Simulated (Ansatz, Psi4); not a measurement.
C2H3I (vinyl iodide): the vertical ionisation energy from total energies

C2H3I: 6 atoms, total charge 0, spin state singlet. As SMILES, `C=CI`. The coordinates come from a PBE0-D4/def2-TZVP relaxation.

Both states at this one shape; open shells run unrestricted unless said. 1 Eh = 27.2114 eV.

| level | program | singlet C2H3I (Eh) | doublet C2H3I+ (Eh) |
| --- | --- | --- | --- |
| PBE/def2-SVP (core potential) | Ansatz | -375.503812 | -375.170079 |
| revPBE/def2-SVP (core potential) | Psi4 | -375.645108 | -375.313638 |
| RPA@PBE/def2-SVP (core potential), 6 core orbitals frozen | Ansatz | -374.645675 | -374.313831 |

**Question.** Work out the vertical ionisation energy at each level.

**Answer.** 
1. PBE/def2-SVP (core potential): -375.170079 − (-375.503812) = 0.333733 Eh = 9.08 eV.
2. revPBE/def2-SVP (core potential): -375.313638 − (-375.645108) = 0.331470 Eh = 9.02 eV.
3. RPA@PBE/def2-SVP (core potential): -374.313831 − (-374.645675) = 0.331844 Eh = 9.03 eV.

No measured value is set beside it here; the levels span 9.02 to 9.08 eV. Spin-orbit coupling, which splits open shells on such heavy atoms by tenths of an eV, is left out.
